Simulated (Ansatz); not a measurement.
Basis sets compared for CrO₂F₂. The state is a singlet with charge 0. Geometry r2SCAN-D4/def2-SVP. Ansatz on 4 threads of Arm Neoverse V1 on a shared host; times are rough, and most runs start from earlier orbitals.

Cartesian coordinates in Å:
```
Cr 0.016 0.020 -0.005
O 0.550 0.409 -1.401
O 0.594 1.008 1.032
F 0.512 -1.553 0.373
F -1.673 0.115 0.002
```

The restricted singlet is unstable towards broken spin symmetry in Hartree–Fock (as tested in another run); at PBE-D4/def2-SVP, PBE-D4/def2-TZVPD, r2SCAN-D4/def2-TZVP, r2SCAN-D4/def2-TZVPD and others this wasn't settled.

Binding counts from free atoms (Cr septet, O triplet, F doublet) in the same basis, without a counterpoise term.

| level | functions | energy (Eh) | HOMO (eV) | LUMO (eV) | binding per atom (eV) | wall time |
| --- | --- | --- | --- | --- | --- | --- |
| PBE-D4/def2-SVP | 87 | -1393.7818 | -8.63 | -5.67 | 4.50 | 0.7 s |
| PBE-D4/def2-TZVP | 169 | -1394.3672 | -8.75 | -5.75 | 4.42 | 1.3 s |
| r2SCAN-D4/def2-TZVP | 169 | -1394.7242 | -9.19 | -5.92 | 4.02 | 2.6 s |
| PBE0-D4/def2-SVP | 87 | -1393.6742 | -10.58 | -5.21 | 3.52 | 1 s |
| PBE0-D4/def2-TZVP | 169 | -1394.2655 | -10.55 | -5.08 | 3.54 | 1.9 s |

Problem. Estimate the rows for PBE-D4/def2-TZVPD, r2SCAN-D4/def2-TZVPD, PBE0-D4/def2-TZVPD.

Solution. 
```csv
level,functions,energy (Eh),HOMO (eV),LUMO (eV),binding per atom (eV),wall time
PBE-D4/def2-TZVPD,208,-1394.3707,-8.75,-5.74,4.41,2 s
r2SCAN-D4/def2-TZVPD,208,-1394.7281,-9.16,-5.88,4.02,3.6 s
PBE0-D4/def2-TZVPD,208,-1394.2694,-10.52,-5.04,3.54,2.9 s
```
